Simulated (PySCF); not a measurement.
WS2ClBr, SMILES [S]=[W](=[S])([Cl])[Br], multiplicity 1. Geometry optimised at PBE-D3(BJ)/def2-SVP. The spin state was assumed, not searched. The structure was generated by enumeration; whether it is a known compound was not checked. The def2 effective core potentials stand for the cores of W; spin–orbit coupling is left out.

These are PBE-D3(BJ)/def2-SVP (PySCF) values and carry that method's errors.

Harmonic wavenumbers (cm⁻¹): 91, 115, 135, 140, 183, 276, 400, 533, 535. Rotational constants (GHz): 1.224, 0.7407, 0.7079; symmetry number 1.

Task: Work out the zero-point energy and the ideal-gas rigid-rotor harmonic-oscillator thermochemistry at 298.15 K and 1 atm.

Result: ZPE = ½ Σ hcν = ½ × 2408 cm⁻¹ = 3.44 kcal/mol. H − E(el) = 8.66 kcal/mol. Entropy in cal/(mol K): translation 43.56, rotation 30.59, vibration 18.48, total 92.64. G − E(el) = -18.96 kcal/mol. Cp = 23.07 cal/(mol K). Modes under 150 cm⁻¹ make the vibrational entropy uncertain.
